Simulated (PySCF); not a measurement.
## Bonding in `C=CBN(C)C`

C4H10BN.
Numbering: `[CH2:1]=[CH:2][BH:3][N:4]([CH3:5])[CH3:6]` (hydrogens: H7, H8 on C1; H9 on C2; H10 on B3; H11, H12, H13 on C5; H14, H15, H16 on C6)

Cartesian coordinates in Å at the PBE0-D3(BJ)/def2-SVP level; atoms count from 1:
```xyz
16
C4H10BN angstrom
C      2.9898   -0.2120    0.0303
C      1.6980   -0.5738    0.0674
B      0.5733    0.4843    0.2740
N     -0.7977    0.1962    0.3232
C     -1.7894    1.2270    0.5168
C     -1.3718   -1.1207    0.1928
H      3.8031   -0.9316   -0.1164
H      3.2845    0.8370    0.1478
H      1.4816   -1.6435   -0.0573
H      0.8930    1.6487    0.4031
H     -2.4954    1.2676   -0.3328
H     -1.3010    2.2045    0.6115
H     -2.3857    1.0421    1.4291
H     -2.0656   -1.1685   -0.6659
H     -1.9488   -1.3937    1.0949
H     -0.5927   -1.8769    0.0446
```

Bond orders from the PBE0/pcSseg-1 density (PySCF). The structure is a single PBE0-D3(BJ)/def2-SVP conformer in the gas phase; no vibrational or solvent corrections.

Q: How far do the computed orders between heavy atoms stray from the drawn ones?

A: The largest departure is 0.279, at B3–N4 (drawn single, 1.279). Drawn single, order above 1.12: B3–N4 (1.279).

Q: Set the Mayer orders of the bonds beside their lengths.

A: 
```
  bond  drawn as  length (Å)  Mayer order
 C1–C2    double       1.342        1.972
 C2–B3    single       1.558        0.962
 B3–N4    single       1.402        1.279
 N4–C5    single       1.444        0.964
 N4–C6    single       1.442        0.960
 C1–H7    single       1.096        0.954
 C1–H8    single       1.096        0.952
 C2–H9    single       1.098        0.942
B3–H10    single       1.214        0.972
C5–H11    single       1.105        0.959
C5–H12    single       1.097        0.965
C5–H13    single       1.105        0.959
C6–H14    single       1.105        0.958
C6–H15    single       1.105        0.958
C6–H16    single       1.096        0.965
```

Q: Sum the orders of all bonds at each heavy atom with more than one neighbour and set the sums beside the valence in the SMILES.

A: C1 3.878 (drawn 4), C2 3.876 (drawn 4), B3 3.213 (drawn 3), N4 3.203 (drawn 3), C5 3.847 (drawn 4), C6 3.841 (drawn 4). Orders between atoms that aren't bonded are not in these sums.

For a closed shell the Mayer order of atoms A and B is Σ (PS)μν (PS)νμ over the basis functions μ on A and ν on B, with P the density and S the overlap matrix.
